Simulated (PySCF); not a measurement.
Job file and geometry (Å, from GFN2-xTB) of an NMR shielding run on SMILES F[Si@@H]([SiH2]C#C)[SiH2][SiH3], C$_{2}$H$_{9}$FSi$_{4}$, PySCF 2.14.0, density-fitted response routines, GIAO PBE0/pcSseg-1 NMR shielding, non-relativistic, gas phase; density fitting, a coarse starting grid and PySCF grid level 2 are the driver's defaults:

```
$ OMP_NUM_THREADS=1 python probes_run.py task.json out

{"job": {"kind": "nmr", "xc": "PBE0", "basis": "pcSseg-1"}, "charge": 0, "multiplicity": 1}
C      2.099370     0.684842    -1.964651
C      1.943059     1.152895    -0.868000
Si     1.662874     1.849508     0.824775
Si    -0.282653     0.836141     1.577167
F     -0.226451     0.932971     3.203974
Si    -0.711001    -1.376871     1.012223
Si    -2.033632    -1.647941    -0.862635
H      2.246250     0.282125    -2.925925
H      1.613028     3.310855     0.662407
H      2.867797     1.540183     1.609544
H     -1.455960     1.689722     1.334354
H      0.590357    -2.039994     0.801915
H     -1.279264    -2.110714     2.156209
H     -2.219806    -3.045542    -1.256549
H     -1.445840    -0.961364    -2.016324
H     -3.375725    -1.087872    -0.682745
```

Problem. What does the program print?

Solution. 
```
coarse grid: 15336 points
cycle   1  E = -1338.5494729839  dE =  2.728e-01  |g| = 6.355e-01  |ddm| = 3.654e+00
cycle   2  E = -1338.4705969253  dE =  7.888e-02  |g| = 9.636e-01  |ddm| = 1.554e+00
cycle   3  E = -1338.6268275945  dE = -1.562e-01  |g| = 9.095e-02  |ddm| = 9.783e-01
cycle   4  E = -1338.6283194836  dE = -1.492e-03  |g| = 2.853e-02  |ddm| = 1.169e-01
cycle   5  E = -1338.6285258688  dE = -2.064e-04  |g| = 8.172e-03  |ddm| = 4.116e-02
cycle   6  E = -1338.6285364786  dE = -1.061e-05  |g| = 5.663e-03  |ddm| = 9.595e-03
cycle   7  E = -1338.6285444713  dE = -7.993e-06  |g| = 4.480e-04  |ddm| = 3.953e-03
final grid: 130072 points
cycle   8  E = -1338.6733623186  dE = -1.953e-05  |g| = 3.426e-03  |ddm| = 2.267e-02
cycle   9  E = -1338.6733623074  dE =  1.117e-08  |g| = 3.140e-03  |ddm| = 7.694e-03
cycle  10  E = -1338.6733650395  dE = -2.732e-06  |g| = 6.103e-04  |ddm| = 3.975e-03
cycle  11  E = -1338.6733650877  dE = -4.823e-08  |g| = 3.828e-04  |ddm| = 6.330e-04
cycle  12  E = -1338.6733651249  dE = -3.722e-08  |g| = 4.415e-05  |ddm| = 2.866e-04
cycle  13  E = -1338.6733651253  dE = -4.043e-10  |g| = 1.956e-05  |ddm| = 6.345e-05
converged SCF energy = -1338.6733651253

GIAO shielding tensors (ppm)
atom      isotropic    diamagn.    paramagn.     s11        s22        s33       span
  0 C       79.253     261.116    -181.863     -6.641     -4.018    248.418    255.058
  1 C      104.984     262.814    -157.831     11.158     14.774    289.019    277.861
  2 Si     449.916     880.403    -430.487    433.203    450.360    466.185     32.982
  3 Si     320.774     877.347    -556.573    222.908    296.340    443.073    220.165
  4 F      426.495     463.977     -37.483    347.511    463.506    468.468    120.957
  5 Si     474.481     882.684    -408.203    451.371    476.878    495.195     43.824
  6 Si     465.243     881.173    -415.930    456.409    461.473    477.847     21.438
  7 H       29.827      33.653      -3.826     24.334     25.449     39.699     15.365
  8 H       27.154      27.223      -0.069     23.617     25.164     32.683      9.067
  9 H       27.149      27.593      -0.444     24.046     25.201     32.200      8.154
 10 H       25.500      29.764      -4.264     22.896     25.017     28.587      5.690
 11 H       28.016      31.355      -3.339     24.711     26.397     32.939      8.227
 12 H       27.992      29.777      -1.785     24.260     25.629     34.087      9.827
 13 H       28.122      29.301      -1.178     24.667     25.414     34.286      9.619
 14 H       28.362      31.151      -2.789     24.444     27.329     33.313      8.869
 15 H       28.177      29.624      -1.447     24.784     25.923     33.825      9.041
```

Problem. Turn these shieldings into chemical shifts. References, each an isolated molecule treated in the same way: ¹³C (186.93 ppm) and ²⁹Si (349.16 ppm) and ¹H (31.72 ppm) against TMS; CFCl3 for ¹⁹F (170.95 ppm).

Solution. Averaging equivalent atoms: C 0: 107.7; C 1: 81.9; Si 3: 28.4; Si 2: -100.8; Si 6: -116.1; Si 5: -125.3; F 4: -255.5; H 10: 6.22; H 9: 4.57; H 8: 4.56; H 12: 3.73; H 11: 3.70; H 13/14/15: 3.50; H 7: 1.89 ppm. Unscaled 19F shifts against computed CFCl3 carry errors that often reach 10 to 50 ppm.

Size and cost of the density-fitted run: 192 basis functions, 16 s wall time on 1 thread of an AMD EPYC 9R45 96-Core, shared host; peak memory 0.86 GiB.
